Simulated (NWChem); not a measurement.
System: CH5B; SMILES BC

Output (shortened):

```
             Northwest Computational Chemistry Package (NWChem) 7.3.0
             --------------------------------------------------------

                             Geometry "geometry" -> ""
                             -------------------------

 Output coordinates in angstroms (scale by  1.889725989 to convert to a.u.)

  No.       Tag          Charge          X              Y              Z
 ---- ---------------- ---------- -------------- -------------- --------------
    1 B                    5.0000    -0.00119300    -0.86267200    -0.01938600
    2 H                    1.0000     1.03966700    -1.48170500     0.02572400
    3 H                    1.0000    -1.03693400    -1.48974300     0.02959700
    4 C                    6.0000    -0.00261700     0.69029600    -0.04403400
    5 H                    1.0000     0.03905800     0.94992600     1.03692000
    6 H                    1.0000    -0.91889700     1.15704500    -0.43297900
    7 H                    1.0000     0.88911500     1.15115900    -0.49356900

 Effective nuclear repulsion energy (a.u.)      31.6913302183

                              NWChem Property Module
                              ----------------------

                                 NWChem DFT Module
                                 -----------------

 Summary of "ao basis" -> "ao basis" (spherical)
 ------------------------------------------------------------------------------
       Tag                 Description            Shells   Functions and Types
 ---------------- ------------------------------  ------  ---------------------
 B                         def2-svpd                 8       20   4s2p2d
 H                         def2-svpd                 4        8   2s2p
 C                         def2-svpd                 8       20   4s2p2d

            General Information
            -------------------
          SCF calculation type: DFT
          Wavefunction type:  closed shell.
          No. of atoms     :     7
          No. of electrons :    16
           Alpha electrons :     8
            Beta electrons :     8
          Charge           :     0
          Spin multiplicity:     1
          Use of symmetry is: off; symmetry adaption is: off
          Maximum number of iterations: 150
          AO basis - number of functions:    80
                     number of shells:    36
          Convergence on energy requested:  1.00D-06
          Convergence on density requested:  1.00D-05
          Convergence on gradient requested:  5.00D-04

              XC Information
              --------------
                     Hartree-Fock (Exact) Exchange  1.000
                   CAM-Becke88 Exchange Functional  1.000
                      VWN V Correlation Functional  0.190 local
              Lee-Yang-Parr Correlation Functional  0.810

           Range-Separation Parameters
           ---------------------------
           Alpha           :  0.19
           Beta            :  0.46
           Gamma           :  0.33
           Short-Range HF  :     F

             Grid Information
             ----------------
          Grid used for XC integration:  medium
          Radial quadrature: Mura-Knowles
          Angular quadrature: Lebedev.
          Tag              B.-S. Rad. Rad. Pts. Rad. Cut. Ang. Pts.
          ---              ---------- --------- --------- ---------
          B                   0.85       49           9.0       434
          H                   0.35       45          10.0       434
          C                   0.70       49           9.0       434
          Grid pruning is: on
          Number of quadrature shells:   323
          Spatial weights used:  Erf1

      Superposition of Atomic Density Guess
      -------------------------------------

 Sum of atomic energies:         -64.62560027

      Non-variational initial energy
      ------------------------------

 Total energy =     -65.658872
 1-e energy   =    -147.207925
 2-e energy   =      49.857723
 HOMO         =      -0.377490
 LUMO         =      -0.030439

   convergence    iter        energy       DeltaE   RMS-Dens  Diis-err
 ---------------- ----- ----------------- --------- --------- ---------
 d= 0,ls=0.0,diis     1    -65.8220081596 -9.75D+01  1.09D-02  1.49D-01
 d= 0,ls=0.0,diis     2    -65.8415550295 -1.95D-02  2.31D-03  1.40D-02
 d= 0,ls=0.0,diis     3    -65.8429036538 -1.35D-03  6.86D-04  4.69D-03
 d= 0,ls=0.0,diis     4    -65.8435095093 -6.06D-04  1.09D-04  5.49D-05
 d= 0,ls=0.0,diis     5    -65.8435183993 -8.89D-06  4.05D-05  3.38D-06
 d= 0,ls=0.0,diis     6    -65.8435190652 -6.66D-07  5.07D-06  1.29D-07

         Total DFT energy =      -65.843519065227
      One electron energy =     -149.368174988561
           Coulomb energy =       63.066022811972
    Exchange-Corr. energy =      -11.232697106892
 Nuclear repulsion energy =       31.691330218254

 Numeric. integr. density =       16.000000190535

                       DFT Final Molecular Orbital Analysis
                       ------------------------------------

[...]

 DFT Linear Response polarizability / au
 Frequency  =       0.0000000 / au
              X              Y              Z
 -----------------------------------------------
 X      29.9321766      0.0252638      0.0016248
 Y       0.0252692     33.8427081      0.0913142
 Z       0.0016190      0.0912896     25.6618920
 -----------------------------------------------
 Eigenvalues =      29.9320137     33.8438906     25.6608724
 Isotropic   =      29.8122589
 Anisotropic =       7.0889779
 -----------------------------------------------

 Magnetic Dipole Response Matrix (nonzero elements):

 Exiting AOResponse driver routine
```

Level: CAM-B3LYP/def2-SVPD. Structure relaxed at the PBE0/def2-SVP level.

**Question.** Which NWChem input produces such a log?

**Answer.** One answer among several that fit: the input that was run:
```
start job
memory heap 200 mb stack 900 mb global 1100 mb
geometry units angstroms noautosym nocenter noautoz
  B     -0.001193    -0.862672    -0.019386
  H      1.039667    -1.481705     0.025724
  H     -1.036934    -1.489743     0.029597
  C     -0.002617     0.690296    -0.044034
  H      0.039058     0.949926     1.036920
  H     -0.918897     1.157045    -0.432979
  H      0.889115     1.151159    -0.493569
end
basis spherical
  * library def2-svpd
end
dft
  xc xcamb88 1.00 lyp 0.81 vwn_5 0.19 hfexch 1.00
  cam 0.33 cam_alpha 0.19 cam_beta 0.46
  iterations 150
end
property
  response 1 0.0
end
task dft property
```
